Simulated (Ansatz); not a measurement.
`[SiH3][CH2][SnH3]` + H₂O → `[OH][SnH3]` + `C[SiH3]` at 298.15 K and 1 bar (formal hydrolysis of the Sn–C bond).

Gas-phase electronic energies from Ansatz, PBE0-D4/def2-TZVP geometries. CCSD(T)/CBS adds triple-zeta CCSD(T) − MP2 to the extrapolated MP2 energy (def2 sets, frozen cores). This one scheme is used for every species. Elements past krypton have def2 core potentials. For Sn outer-core shells are correlated without core-valence functions, which leaves a few kJ/mol of doubt a bond.

| species | CCSD(T)/CBS energy (Eh) | H − E (kJ/mol) | S (J/(mol·K)) |
| --- | --- | --- | --- |
| `[SiH3][CH2][SnH3]` | -545.94570 | 208.4 | 356.1 |
| H₂O | -76.37941 | 66.4 | 188.7 |
| `[OH][SnH3]` | -291.59405 | 101.0 | 287.4 |
| `C[SiH3]` | -330.73916 | 173.3 | 255.5 |

H − E and S are ideal-gas, rigid-rotor, harmonic terms from PBE0-D4/def2-TZVP. 1 Eh = 2625.50 kJ/mol, R = 8.31446 J/(mol·K).

Question: By hand: ΔE, ΔH, ΔS and ΔG.

Answer: ΔE = (-291.59405) + (-330.73916) − (-545.94570) − (-76.37941) = -0.00810 Eh = -21.3 kJ/mol. Δ(H − E) = 101.0 + 173.3 − 208.4 − 66.4 = -0.5, so ΔH = -21.8 kJ/mol. ΔS = 287.4 + 255.5 − 356.1 − 188.7 = -1.9 J/(mol·K). ΔG = -21.8 − 298.15 × (-1.9)/1000 = -21.2 kJ/mol.

Question: By hand: the equilibrium constant, and the temperature at which ΔG would vanish if ΔH and ΔS stayed fixed.

Answer: log₁₀ K = −ΔG/(RT ln 10) = 3.7. ΔG = 0 at ΔH/ΔS = 11474 K, far beyond where these terms or the molecules hold.

The number of gas molecules stays the same, so ΔS is small and ΔH decides. A doubt of 5 kJ/mol in ΔE shifts log₁₀ K by 0.9 here. Modes under 60 cm⁻¹, often nearly free rotors, make the harmonic entropy too high. These are equilibria of isolated gas molecules and say nothing of rates. Largest T1 diagnostic: 0.014 (customary marks: 0.02 for closed shells, 0.045 for open ones).
